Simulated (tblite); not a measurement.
Species: C₄H₇F₃Si.
Numbering: `[F:1][CH:2]([F:3])[C@@H:4]1[CH2:5][C@H:6]([F:7])[SiH2:8]1` (hydrogens: H9 on C2; H10 on C4; H11, H12 on C5; H13 on C6; H14, H15 on Si8)

Computed with GFN2-xTB (tblite), gas phase: L-BFGS steps from a force-field or distance-geometry start until the largest atomic force falls under 0.01 eV/Å.

Step 18: E = -763.0635 eV
```
atom  x, y, z in Å  |  force x, y, z in eV/Å
F1      2.0498   -1.3980   -1.0642    0.056   0.017   0.007
C2      1.6095   -0.2669   -0.4508   -0.014  -0.010   0.007
F3      2.6727    0.2176    0.2480   -0.010  -0.032   0.012
C4      0.4449   -0.5664    0.4630   -0.010   0.019  -0.010
C5     -0.8262   -0.8480   -0.3616   -0.042   0.007   0.021
C6     -1.4206    0.5641   -0.3778   -0.018   0.039   0.020
F7     -0.9886    1.2513   -1.5071   -0.048   0.018   0.042
Si8    -0.3475    1.0442    1.1701   -0.006  -0.024  -0.018
H9      1.3746    0.4662   -1.2371    0.009  -0.056   0.007
H10     0.7276   -1.3819    1.1298    0.049   0.038  -0.009
H11    -0.6515   -1.2663   -1.3529    0.061   0.037   0.012
H12    -1.4917   -1.5122    0.1842   -0.024  -0.060  -0.010
H13    -2.5109    0.6086   -0.4056   -0.005   0.041   0.000
H14    -1.0483    0.8052    2.4298    0.007  -0.002  -0.033
H15     0.4018    2.2904    1.1102   -0.006  -0.034  -0.047
```

Step 19: E = -763.0646 eV
```
atom  x, y, z in Å  |  force x, y, z in eV/Å
F1      2.0509   -1.3998   -1.0636    0.049   0.044   0.032
C2      1.6101   -0.2680   -0.4502   -0.030  -0.004   0.000
F3      2.6733    0.2184    0.2489   -0.047  -0.051  -0.014
C4      0.4433   -0.5666    0.4633    0.037   0.021  -0.019
C5     -0.8273   -0.8486   -0.3629   -0.011   0.017   0.033
C6     -1.4220    0.5637   -0.3766   -0.017   0.055   0.019
F7     -0.9909    1.2536   -1.5055   -0.046   0.003   0.056
Si8    -0.3468    1.0441    1.1719   -0.027  -0.046  -0.071
H9      1.3730    0.4638   -1.2382    0.027  -0.063   0.025
H10     0.7287   -1.3800    1.1314    0.033   0.025  -0.010
H11    -0.6464   -1.2640   -1.3545    0.039   0.039   0.016
H12    -1.4924   -1.5157    0.1804   -0.018  -0.051  -0.019
H13    -2.5126    0.6104   -0.4045    0.006   0.029   0.005
H14    -1.0469    0.8077    2.4308   -0.004  -0.007  -0.009
H15     0.4015    2.2891    1.1074    0.008  -0.012  -0.045
```

**Question.** Estimate the geometry and energy of step 20. (The exact step hangs on the optimiser's Hessian estimate; all steps are aligned on step 19, rigid shifts and turns removed.)

**Answer.** E = -763.0659 eV, largest force 0.124 eV/Å
```
atom  x, y, z in Å  |  force x, y, z in eV/Å
F1      2.0530   -1.4020   -1.0617    0.036   0.054   0.052
C2      1.6102   -0.2699   -0.4492   -0.036   0.000  -0.008
F3      2.6733    0.2189    0.2496   -0.076  -0.059  -0.029
C4      0.4415   -0.5668    0.4638    0.072   0.013  -0.022
C5     -0.8287   -0.8491   -0.3644    0.026   0.022   0.038
C6     -1.4243    0.5638   -0.3744   -0.016   0.048   0.014
F7     -0.9950    1.2572   -1.5022   -0.034  -0.006   0.057
Si8    -0.3463    1.0435    1.1733   -0.043  -0.050  -0.105
H9      1.3708    0.4588   -1.2394    0.041  -0.052   0.030
H10     0.7305   -1.3773    1.1335    0.012   0.005  -0.007
H11    -0.6380   -1.2592   -1.3568    0.005   0.042   0.024
H12    -1.4935   -1.5220    0.1736   -0.003  -0.027  -0.033
H13    -2.5148    0.6128   -0.4027    0.008   0.013   0.017
H14    -1.0443    0.8121    2.4325   -0.015  -0.015   0.015
H15     0.4012    2.2871    1.1026    0.023   0.012  -0.042
```

The energy changes by -0.0014 eV. The first-order estimate −F·Δx gives -0.0018 eV and the mean of the old and new forces, exact on a quadratic surface, -0.0013 eV. The step makes an angle of 65° with the force vector and moves no atom by more than 0.010 Å.

The cost below is that of the whole relaxation. On one thread, Arm Neoverse N1 (aarch64), shared host with 64 logical CPUs at a one-minute load of 56, this took 0.58 s of wall time.
